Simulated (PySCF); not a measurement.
C7H6FSi (doublet state).
Structure used (GFN2-xTB), in Å, numbered top down from 1:
```
atom  x, y, z in Å
C1     4.885   -1.025   -0.854
C2     4.114   -1.036    0.200
C3     2.735   -0.736    0.093
C4     1.571   -0.463   -0.117
C5     0.258   -0.171   -0.266
C6    -0.910    0.096   -0.429
C7    -2.302    0.410   -0.597
Si8   -3.327    0.093    0.982
F9    -4.830    0.534    0.592
H10    4.771   -0.833   -1.896
H11    4.481   -1.273    1.193
H12   -2.396    1.460   -0.892
H13   -2.704   -0.191   -1.419
H14   -3.411   -1.322    1.307
H15   -2.940    0.960    2.082
```

The hyperfine couplings belong to this conformer and change with its torsions.

As a line formula: `C(#CC[SiH2]F)C#C/C=[C]\[H]` [radical].

The calculation used PySCF 2.14.0, UKS B3LYP, pcH-1 on C F H Si, non-relativistic, mean-field spin-orbit, GIAO. Isolated species at its GFN2-xTB geometry (one conformer only). Couplings are sensitive to structure, and on GFN2-xTB geometries they can be far from those on DFT ones. The SCF solution wasn't tested for stability.

**Question.** Where do the isotropic ENDOR lines of C3, C4, C2, C5, C6, F9, H11, H10, H12/H13 and Si8 fall at 343.2 mT, to first order?

**Answer.** For S = 1/2 in fast tumbling each set of equivalent nuclei gives two lines, ν± = |νn ± a/2| to first order, with νn = g_N μN B/h and μN/h = 7.62259 MHz/T.

| nuclei | isotope | g_N | νn (MHz) | a_iso (MHz) | lower line (MHz) | upper line (MHz) |
| --- | --- | --- | --- | --- | --- | --- |
| C3 | 13C | 1.4048 | 3.68 | 114.20 | 53.42 | 60.77 |
| C4 | 13C | 1.4048 | 3.68 | 5.31 | 1.02 | 6.33 |
| C2 | 13C | 1.4048 | 3.68 | 4.00 | 1.68 | 5.67 |
| C5 | 13C | 1.4048 | 3.68 | 2.68 | 2.33 | 5.02 |
| C6 | 13C | 1.4048 | 3.68 | -1.05 | 3.15 | 4.20 |
| F9 | 19F | 5.2577 | 13.75 | 0.58 | 13.47 | 14.04 |
| H11 | 1H | 5.5857 | 14.61 | 95.29 | 33.03 | 62.26 |
| H10 | 1H | 5.5857 | 14.61 | 45.60 | 8.19 | 37.41 |
| H12/H13 | 1H | 5.5857 | 14.61 | -2.32 | 13.45 | 15.77 |
| Si8 | 29Si | -1.1106 | 2.91 | -1.84 | 1.99 | 3.82 |

The rows for 13C and 29Si, of low natural abundance, apply to labelled samples.

**Question.** Which pairs are centred on the nuclear Larmor frequency, and which on half the coupling?

**Answer.** Centred on νn, since |a| < 2νn: C4, C2, C5, C6, F9, H12/H13 and Si8. Centred on |a|/2 and split by 2νn: C3, H11 and H10.

**Question.** At what field would the lower line of C2 fall to zero frequency?

**Answer.** Where νn = |a|/2, that is B = 2.00 MHz/(1.4048 × 7.62259 MHz/T) = 187 mT, as far as first order holds there.

Class means assume fast exchange of nuclei equivalent by connectivity; if that motion is slow, each nucleus keeps its own coupling.

The run took 2.0 min wall (with the writing of density and orbital grids) on an Arm Neoverse V1 with one thread (shared host), and the process peaked at 1.1 GiB of memory.
